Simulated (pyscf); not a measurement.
# H₃C–N(CH₃)–Ti(NH₂)(NH₂)–NH₂, singlet

Gas-phase minimum from PySCF at ωB97X-D3(BJ)/def2-SVP, one conformer. 

SMILES: C[N](C)[Ti]([NH2])([NH2])[NH2]
```xyz
19

C     -1.7073    -0.9432    -0.8153
N     -0.6055    -0.0156    -0.8994
C     -0.7180     0.9798    -1.9439
Ti     0.9592     0.1217     0.1057
N      0.9446    -1.2177     1.4311
N      0.9471     1.8155     0.9468
N      2.4425    -0.1594    -1.0316
H     -2.6671    -0.4215    -0.6256
H     -1.8292    -1.5211    -1.7535
H     -1.5293    -1.6498     0.0076
H     -1.6255     1.6050    -1.8220
H      0.1528     1.6585    -1.9221
H     -0.7609     0.5210    -2.9521
H      1.3197    -2.1532     1.2928
H      0.6926    -1.0813     2.4064
H      0.1234     2.4076     1.0227
H      1.7658     2.3339     1.2564
H      2.4178    -0.2725    -2.0419
H      3.4080    -0.1897    -0.7110
```

Bonds (Å): C1–N2 1.443, C1–H8 1.109, C1–H9 1.109, C1–H10 1.099, N2–C3 1.447, N2–Ti4 1.865, C3–Ti4 2.784, C3–H11 1.109, C3–H12 1.104, C3–H13 1.109, Ti4–N5 1.884, Ti4–N6 1.891, Ti4–N7 1.890, N5–H14 1.017 (the first ones only). Angles (°): N2–C1–H8 111.6, N2–C1–H9 111.7, N2–C1–H10 109.5, H8–C1–H9 107.1, H8–C1–H10 108.3, H9–C1–H10 108.4, C1–N2–C3 115.1, C1–N2–Ti4 131.0, C3–N2–Ti4 113.8, N2–C3–Ti4 37.8, N2–C3–H11 111.8, N2–C3–H12 110.3, N2–C3–H13 112.0, Ti4–C3–H11 125.9 (the first ones only).

Properties at ωB97X-D3(BJ)/def2-SVP:

```json
{
 "harmonic_wavenumbers_unscaled": "49, 60, 100, 125, 165, 181, 187, 208, 216, 237, 274, 299, 328, 363, 386, 423, 438, 474, 498, 526, 617, 699, 722, 739, 1016, 1090, 1104, 1160, 1261, 1322, 1433, 1454, 1461, 1477, 1485, 1496, 1503, 1505, 1507, 2993, 2999, 3057, 3063, 3117, 3172, 3581, 3583, 3587, 3679, 3679, 3688 cm⁻¹",
 "zero_point_energy": "98.3 kcal/mol",
 "rotational_symmetry_number": "1",
 "Entropy of this conformer at 298 K and 1 atm, rigid rotor and harmonic oscillator, modes under 100 cm⁻¹ raised to 100": "449.7 J/(mol K)",
 "dipole_moment": "0.45 D"
}
```

Single-point totals, which compare only within one level:

```
level                   total energy (hartree)
----------------------  ----------------------
ωB97X-D3(BJ)/def2-TZVP             -1152.25222
PBE/def2-TZVP                      -1151.56129
r²SCAN/def2-TZVP                   -1151.95722
B3LYP-D3(BJ)/def2-TZVP             -1152.20948
PBE0-D3(BJ)/def2-TZVP              -1151.60164
M06-2X/def2-TZVP                   -1151.96047
ωB97M-D3(BJ)/def2-TZVP             -1152.25025
```

The lowest mode is so soft that the shape along it may change with the basis. Soft torsions are taken as harmonic, which can shift the entropy by several J/(mol K).
